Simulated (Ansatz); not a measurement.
One change: `NC(O)[SiH2]F` becomes `NC(O)[SiH2]S`.

Ansatz, PBE0-D4/def2-TZVP geometries, multiplicity 1. Each molecule was computed in one conformer, which needn't be the lowest.

```
                                                                                  property  `NC(O)[SiH2]F`
                                                   HOMO–LUMO gap (ωB97M-V/def2-TZVPP) / eV           11.19
ideal-gas entropy at 298 K and 1 bar (rigid rotor, harmonic PBE0-D4/def2-TZVP) / J/(mol·K)             340
                                            size of the dipole moment (PBE/def2-TZVPP) / D            2.27
                                                     HOMO–LUMO gap (B3LYP/def2-TZVPP) / eV            6.75
                                                       LUMO energy (B3LYP/def2-TZVPP) / eV           -0.18
                                                       HOMO energy (B3LYP/def2-TZVPP) / eV           -6.93
```

Q: Give the same properties after the change, and the shifts. (Estimate.)

A: Computed: 
```tsv
property	`NC(O)[SiH2]S`	shift
HOMO–LUMO gap (ωB97M-V/def2-TZVPP) / eV	11.23	0.04
ideal-gas entropy at 298 K and 1 bar (rigid rotor, harmonic PBE0-D4/def2-TZVP) / J/(mol·K)	359	19
size of the dipole moment (PBE/def2-TZVPP) / D	1.87	-0.40
HOMO–LUMO gap (B3LYP/def2-TZVPP) / eV	6.87	0.12
LUMO energy (B3LYP/def2-TZVPP) / eV	0.06	0.24
HOMO energy (B3LYP/def2-TZVPP) / eV	-6.81	0.12
```

With PBE0 the HOMO rises by 0.12 eV and the LUMO rises by 0.23 eV, so the gap widens by about 0.11 eV. PBE moves the HOMO by 0.07 eV and ωB97M-V by 0.17 eV. The zero-point energy changes by 18.3 kJ/mol with +3 modes. Dipoles are sizes alone; their direction can turn.

Positive LUMOs are unbound, so they and the gaps depend on the basis.

B3LYP here is the variant with VWN-RPA as its local correlation; programs differ in this.
